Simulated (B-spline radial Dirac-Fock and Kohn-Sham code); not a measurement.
Dipole and non-dipole photoemission parameters of La²⁺ 5p1/2

System: La²⁺ in the configuration [Xe] 5d1; threshold 41.29 eV (orbital energy of the model). These are calculated numbers from a radial finite-basis atomic code; the model is Dirac-Hartree-Slater photoionisation with a Latter tail; cross sections with all multipoles, angular parameters from the dipole term and its interference with E2.

For linearly polarised light dσ/dΩ = σ/(4π) [1 + β P₂(cos θ) + (δ + γ cos²θ) sin θ cos φ], with θ from the polarisation vector and φ the angle between the beam and the projection of the electron momentum on the plane normal to the polarisation.

```csv
hν (eV),σ (kb),β,γ,δ
86.3,133,0.145,0.199,-0.012
100,99.0,-0.059,0.079,0.002
111,83.2,-0.083,0.006,0.013
158,53.5,0.286,-0.038,0.032
185,45.2,0.518,0.015,0.031
224,37.3,0.789,0.097,0.027
287,29.5,1.084,0.194,0.020
300,28.2,1.129,0.208,0.019
406,20.4,1.376,0.259,0.010
535,14.6,1.525,0.237,0.004
800,8.48,1.655,0.132,0.000
891,7.24,1.676,0.098,0.000
1050,5.62,1.699,0.049,-0.001
1110,5.15,1.704,0.035,-0.001
1310,3.93,1.715,-0.001,-0.001
1450,3.31,1.718,-0.015,-0.002
1486.9,3.16,1.718,-0.017,-0.002
2050,?,?,?,?
3470,0.625,1.641,0.200,0.001
4000,0.462,1.616,0.295,0.003
4320,0.391,1.601,0.354,0.004
4470,0.362,1.594,0.381,0.005
5250,0.252,1.558,0.521,0.010
5800,0.200,1.535,0.616,0.013
8047.8,0.0911,1.448,0.962,0.031
9251.7,0.0642,1.406,1.124,0.041
11700,0.0349,1.332,1.408,0.064
12000,0.0326,1.324,1.439,0.067
12400,0.0299,1.313,1.479,0.071
13100,0.0258,1.294,1.547,0.078
```

Problem. Give the values at 2050 eV.

Solution. σ = 1.77 kb, β = 1.706, γ = -0.006, δ = -0.002.
